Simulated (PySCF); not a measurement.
Vertical excitations of a molecule CH7Cl2NSi2 from PySCF with TDA-B3LYP/def2-SVPD, as energy in eV (oscillator strength): 5.89 (0.004), 6.26 (0.051), 6.65 (0.023), 6.92 (0.009), 7.13 (0.091), 7.15 (0.057), 7.38 (0.019), 7.40 (0.016), 7.62 (0.012), 7.63 (0.036). Lowest triplet (TDA): 5.76 eV. Geometry: B3LYP-D3(BJ)/def2-SVP. The values are those of a single conformer.

### Question
Pick the molecule that these values belong to.
A. NC[Si@H](Cl)[SiH2]Cl
B. C[Si](Cl)(Cl)[SiH2]N
C. [SiH3]CN[SiH](Cl)Cl
D. C[Si](Cl)(Cl)N[SiH3]

### Answer
C, [SiH3]CN[SiH](Cl)Cl
